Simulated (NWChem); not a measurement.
System: GaH$_{3}$SO$_{2}$; SMILES [OH][Ga]([OH])[SH]

```xyz
7

Ga     0.0066     0.3043     0.0000
O     -1.4818     1.2774     0.0000
H     -1.3570     2.2312     0.0000
O      1.6432     1.0091     0.0000
H      1.6859     1.9704     0.0000
S     -0.1615    -1.8724     0.0000
H      1.1833    -2.0177     0.0000
```
Atoms are numbered in this order, from 1.

All runs: NWChem. Pople sets run with spherical d functions. Structure relaxed at the PBE0/def2-SVP level. B3LYP is NWChem's, with the RPA form of VWN correlation. GIAO values for the isolated, static molecule; σ is the absolute isotropic shielding, δ = σ(reference) − σ with the isolated reference molecule computed at the same levels (1H: tetramethylsilane, 17O: water).

```
level           σ Ga1 (ppm)  δ O2 (ppm)  δ H3 (ppm)  δ O4 (ppm)  δ H5 (ppm)  σ S6 (ppm)  δ H7 (ppm)
--------------  -----------  ----------  ----------  ----------  ----------  ----------  ----------
B3LYP/6-311G**       1366.1        72.3        1.51        75.1        1.46       742.0        0.40
PBE/pcSseg-1         1315.0        76.2        1.78        79.6        1.74       743.5        0.52
B3LYP/6-31G*            [?]         [?]         [?]         [?]         [?]         [?]         [?]
```

**Question.** Fill in the missing entries.

**Answer.** 
- B3LYP/6-31G*, σ Ga1 (ppm): 1577.7
- B3LYP/6-31G*, δ O2 (ppm): 63.6
- B3LYP/6-31G*, δ H3 (ppm): 1.63
- B3LYP/6-31G*, δ O4 (ppm): 65.9
- B3LYP/6-31G*, δ H5 (ppm): 1.57
- B3LYP/6-31G*, σ S6 (ppm): 760.8
- B3LYP/6-31G*, δ H7 (ppm): 0.06
